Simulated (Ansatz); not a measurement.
Relaxation of C$_{3}$H$_{7}$OSb (12 atoms, charge 0, multiplicity 1), to a largest force component of 0.015 eV/Å in at most 40 steps.

These are results of RKS BLYP-D4/def2-SVP (Ansatz), not measurements.

```xyz
12
Properties=species:S:1:pos:R:3
C -1.675 0.400 -0.235
C -0.212 0.302 -0.343
O 0.421 1.240 0.464
C 0.571 -0.098 0.888
Sb 2.472 -0.966 0.579
H -2.067 1.214 -0.987
H -2.024 0.769 0.769
H -2.157 -0.514 -0.492
H 0.300 0.188 -1.280
H -0.115 -0.278 1.825
H 1.788 -2.300 -0.304
H 2.774 -0.012 -0.849
```

Where does it end, and by what steps?

The forces met the threshold. After 14 steps the energy has fallen by 0.594 eV; H11 moved furthest, 0.63 Å.

```
step  energy less start (eV)  largest force component (eV/Å)  accepted
   0                  0.0000                           2.611       yes
   1                 -0.4401                           1.070       yes
   2                 -0.5487                           0.553       yes
   3                 -0.5667                           0.507       yes
   4                 -0.5652                           0.399        no
   5                 -0.5819                           0.097       yes
   6                 -0.5843                           0.077       yes
   7                 -0.5862                           0.194       yes
   8                 -0.5883                           0.120       yes
   9                 -0.5785                           0.423        no
  10                 -0.5917                           0.084       yes
  11                 -0.5930                           0.034       yes
  12                 -0.5925                           0.084        no
  13                 -0.5934                           0.019       yes
  14                 -0.5936                           0.013       yes
```

```xyz
12
Properties=species:S:1:pos:R:3
C -1.768 0.481 -0.281
C -0.255 0.466 -0.310
O 0.414 1.357 0.619
C 0.561 -0.066 0.810
Sb 2.640 -0.832 0.568
H -2.161 1.375 -0.808
H -2.143 0.502 0.761
H -2.177 -0.417 -0.790
H 0.202 0.446 -1.319
H 0.029 -0.470 1.695
H 2.103 -2.458 0.219
H 2.632 -0.439 -1.129
```

The run took 40 s on 2 threads of Arm Neoverse V1, on a shared host, peak memory 0.15 GiB.
